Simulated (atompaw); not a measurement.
# u(r) = r·R(r): atom against pseudo-atom (molybdenum (Mo))

Columns: radius, all-electron u(r) and pseudo u(r) of the 4p shell (level -38.59 eV) of molybdenum in the configuration [Ar] 3d10 4s2 4p6 4d5 5s1 5p0; LDA (PW92), scalar-relativistic, PAW (atompaw) scheme, atompaw 4.2.0.5.

| r (bohr) | all-electron | pseudo |
| --- | --- | --- |
| 0.075 | 0.3444 | 0.0100 |
| 0.150 | 0.0610 | 0.0394 |
| 0.225 | -0.3518 | 0.0869 |
| 0.300 | -0.5326 | 0.1498 |
| 0.375 | -0.4726 | 0.2252 |
| 0.450 | -0.2642 | 0.3094 |
| 0.525 | 0.0048 | 0.3984 |
| 0.600 | 0.2752 | 0.4883 |
| 0.675 | 0.5138 | 0.5751 |
| 0.750 | 0.7058 | 0.6553 |
| 0.825 | 0.8479 | 0.7259 |
| 0.900 | 0.9430 | 0.7844 |
| 0.975 | 0.9974 | 0.8290 |
| 1.050 | 1.0182 | 0.8589 |
| 1.125 | 1.0126 | 0.8736 |
| 1.200 | 0.9873 | 0.8740 |
| 1.275 | 0.9477 | 0.8611 |
| 1.350 | 0.8986 | 0.8366 |
| 1.425 | 0.8435 | 0.8026 |
| 1.500 | 0.7854 | 0.7612 |
| 1.575 | 0.7264 | 0.7142 |
| 1.650 | 0.6681 | 0.6634 |
| 1.725 | 0.6115 | 0.6105 |
| 1.800 | 0.5575 | 0.5575 |
| 1.875 | 0.5066 | 0.5066 |
| 1.950 | 0.4589 | 0.4589 |

Question: How many radial nodes do the two functions have?

Answer: The all-electron 4p function has n − l − 1 = 2; the pseudo-wave has 0, since the states of the same l below it are removed with the core.

Question: Is the pseudo-wave norm-conserving?

Answer: No, it belongs to a PAW set: the norm inside the radius is not constrained, and the difference is carried by the augmentation charge.
